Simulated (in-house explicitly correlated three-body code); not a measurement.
Values are calculated unless marked as measured or tabulated.
## Two electrons around a charge Z: errors of exchange and correlation functionals on the exact density

The exact non-relativistic ground state comes from a variational code in 260 exponentially correlated functions, the Kohn-Sham parts from inverting its density (past Z = 6 the correlation energy is taken as exact minus Hartree-Fock, equal to within microhartrees), and self-consistent runs (Hartree-Fock is restricted) from a B-spline radial code. Z may be fractional; the second electron is bound down to Z = 0.911.

Each entry is functional minus exact.

```
   Z  M06-L x (mEh)  M06-L c (mEh)  r2SCAN x (mEh)  r2SCAN c (mEh)  LDA VWN5 x (mEh)  LDA VWN5 c (mEh)
1.34          -8.61          +6.18           -6.71           +6.34            +80.59            -49.55
 1.5              ?              ?               ?               ?                 ?                 ?
 1.9         -11.66          +2.74           -5.31           +4.39            +132.2            -68.01
2.24              ?              ?               ?               ?                 ?                 ?
2.54         -15.76          -0.02           -4.79           +3.55            +189.7            -83.03
   3         -18.84          -1.67           -4.60           +3.19            +230.9            -91.72
3.56         -22.66          -3.44           -4.46           +2.88            +280.8            -100.7
 4.2         -27.07          -5.21           -4.35           +2.62            +337.9            -109.6
```

**Question.** What belongs in the row Z = 2.24?

**Answer.** M06-L x (mEh): -13.80; M06-L c (mEh): +1.19; r2SCAN x (mEh): -4.98; r2SCAN c (mEh): +3.87; LDA VWN5 x (mEh): +162.8; LDA VWN5 c (mEh): -76.52.

**Question.** What belongs in the row Z = 1.5?

**Answer.** M06-L x (mEh): -9.35; M06-L c (mEh): +4.99; r2SCAN x (mEh): -6.08; r2SCAN c (mEh): +5.50; LDA VWN5 x (mEh): +95.62; LDA VWN5 c (mEh): -55.67.

**Question.** How do the exchange errors scale with Z?

**Answer.** M06-L +1.42 % in the size of E_x at Z = 1.34 and +1.13 % at 4.2; r2SCAN +1.10 % in the size of E_x at Z = 1.34 and +0.18 % at 4.2; LDA VWN5 -13.26 % in the size of E_x at Z = 1.34 and -14.07 % at 4.2. Exchange scales linearly under uniform scaling of the density, so its relative error changes only with the density's shape.
